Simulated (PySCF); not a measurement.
Several species in one continuum solvent.

Computed with PySCF at CAM-B3LYP/def2-SVPD, non-relativistic, each on one gas-phase PBE0-D3(BJ)/def2-SVP geometry that isn't relaxed in the solvent. The solvent is an IEF-PCM continuum (Bondi radii, 1.10 Å for H, scaled by 1.2). The model holds no explicit solvent molecules, cavitation or dispersion.

Question: Order them by E(solvent) − E(gas) in benzene (ε = 2.271), most negative first (kJ/mol).
A. `[F:1][CH:2]([F:3])[C@@H:4]1[CH2:5][C@H:6]([F:7])[SiH2:8]1` with F1–C2–C4–C5 -69°, C2–C4–C5–C6 -93°, C4–C5–C6–F7 86°, C5–C6–Si8–C4 19°, C2–C4–Si8–C6 95°
B. `[F:1][C:2]([F:3])=[C:4]([F:5])[CH2:6][CH2:7][SiH3:8]` with C2–C4–C6–C7 119°, C4–C6–C7–Si8 178°
C. `[CH2:1]=[CH:2][CH2:3][SiH2:4][C:5]([F:6])([F:7])[F:8]` with C1–C2–C3–Si4 -102°, C2–C3–Si4–C5 -176°

Answer: A (-9.8), C (-6.0), B (-4.7).

| SMILES | charge | ΔE (kJ/mol) | polarisation term (kJ/mol) | HOMO shift (eV) | dipole gas (D) | dipole solvent (D) | atoms | lowest singlet, gas (eV) | lowest singlet, solvent (eV) |
| --- | --- | --- | --- | --- | --- | --- | --- | --- | --- |
| FC(F)[C@@H]1C[C@H](F)[SiH2]1 | 0 | -9.8 | -10.4 | +0.17 | 3.21 | 3.57 | 15 | 7.04 | 7.04 |
| C=CC[SiH2]C(F)(F)F | 0 | -6.0 | -6.3 | +0.16 | 2.43 | 2.60 | 15 | 6.86 | 6.70 |
| FC(F)=C(F)CC[SiH3] | 0 | -4.7 | -5.0 | +0.07 | 1.42 | 1.54 | 15 | 6.52 | 6.49 |

The polarisation term is half the interaction of the solute with the induced surface charges. Singlets are vertical TDDFT energies (frozen core, non-equilibrium response), the lowest in each medium.
